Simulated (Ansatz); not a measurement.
Basis-set series for CH5GeNSe, SMILES `[NH2][GeH2][CH]=[Se]`. The species carries charge 0 and has multiplicity 1. All single points use the PBE0-D4/def2-TZVP geometry. It is one conformer, not always the lowest.

```csv
functional,basis,functions,energy (Eh),HOMO (eV),LUMO (eV)
PBE0-D4,def2-SVP,117,-4573.11141,-6.10,-2.75
PBE0-D4,def2-QZVPP,442,-4573.88088,-6.26,-2.90
ωB97M-V,def2-SVP,117,-4573.46615,-8.24,-0.59
ωB97M-V,def2-QZVPP,442,-4574.23562,-8.41,-0.81
```

Question: Give the rows for def2-TZVPP. (An estimate is asked.)

Answer: Computed: 
```csv
functional,basis,functions,energy (Eh),HOMO (eV),LUMO (eV)
PBE0-D4,def2-TZVPP,228,-4573.77990,-6.24,-2.87
ωB97M-V,def2-TZVPP,228,-4574.13757,-8.38,-0.78
```

Scalar relativity is left out up to krypton.
